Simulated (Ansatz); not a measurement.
`PO[AsH2]` and `O[AsH2]` differ in one atom or group.

Ansatz, PBE0-D4/def2-TZVP geometries, multiplicity 1. Each molecule was computed in one conformer, which needn't be the lowest.

Scalar relativity is left out up to krypton.

| property | `PO[AsH2]` |
| --- | --- |
| LUMO energy (PBE/def2-TZVPP) / eV | -1.97 |
| HOMO energy (B3LYP/def2-TZVPP) / eV | -6.85 |
| zero-point energy (PBE0-D4/def2-TZVP) / kJ/mol | 98.6 |
| size of the dipole moment (B3LYP/def2-TZVPP) / D | 0.75 |
| LUMO energy (PBE0/def2-TZVPP) / eV | -1.04 |
| LUMO energy (B3LYP/def2-TZVPP) / eV | -1.26 |

(1) Give the same properties after the change, and the shifts. (An estimate is asked.)

Answers

(1) Computed: 
```tsv
property	`O[AsH2]`	shift
LUMO energy (PBE/def2-TZVPP) / eV	-1.40	0.57
HOMO energy (B3LYP/def2-TZVPP) / eV	-7.34	-0.49
zero-point energy (PBE0-D4/def2-TZVP) / kJ/mol	76.9	-21.7
size of the dipole moment (B3LYP/def2-TZVPP) / D	1.27	0.52
LUMO energy (PBE0/def2-TZVPP) / eV	-0.49	0.55
LUMO energy (B3LYP/def2-TZVPP) / eV	-0.77	0.49
```

With PBE0 the HOMO falls by 0.47 eV and the LUMO rises by 0.55 eV, so the gap widens by about 1.02 eV. PBE moves the HOMO by -0.48 eV and ωB97M-V by -0.46 eV. The zero-point energy changes by -21.7 kJ/mol with -6 modes. Dipoles are sizes alone; their direction can turn.

B3LYP here is the variant with VWN-RPA as its local correlation; programs differ in this.
